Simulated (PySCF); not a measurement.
Correlation energy of C (carbon, neutral)

[He] 2s2 2p2, high-spin 3P determinant. Calculation: PySCF 2.14, in aug-cc-pCVTZ-DK with one added diffuse shell each of s, p, d, f type (8s7p5d3f, 75 functions); the spin-free X2C one-electron Hamiltonian (Gaussian nucleus). Frozen: 1s2; 4 electrons correlated.

```
  level  correlation energy (mhartree)
   CCSD                         -88.84
    (T)                          -2.22
CCSD(T)                         -91.06
```

Diagnostics: T1 = 0.0097, D1 = 0.0181, largest double amplitude 0.055.

Cost of the coupled-cluster step: roughly 14 core-seconds, for 4 correlated electrons.
